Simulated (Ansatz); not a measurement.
```xyz
11

N    -0.8260   -0.0577    1.2353
Al    0.2925    0.0208   -0.4379
O     1.8402    0.2800    0.2732
O    -0.4581    1.3625   -1.2153
O    -0.0386   -1.5479   -1.0683
H    -0.2631    0.1920    2.0415
H    -1.1896   -0.9957    1.3654
H    -1.6036    0.5898    1.1633
H     2.5672   -0.3083    0.0813
H     0.0582    2.1188   -1.4849
H    -0.3791   -1.6543   -1.9537
```

The species carries charge 0 and has multiplicity 1.

Question: List the ωB97M-V/def2-TZVPP orbital energies in eV (Ansatz 0.2.0). (An estimate is asked.)

Answer: Computed: Occupied: -1530.52, -524.47, -524.47, -524.47, -396.16, -115.12, -74.73, -74.65, -74.65, -29.18, -28.73, -28.73, -28.65, -17.61, -17.61, -16.29, -15.06, -15.06, -13.54, -11.89, -11.27, -11.26, -10.47, -10.47, -10.31. Lowest empty: 1.52, 2.77, 3.41, 3.41, 3.97, 3.97, 4.72, 5.36.
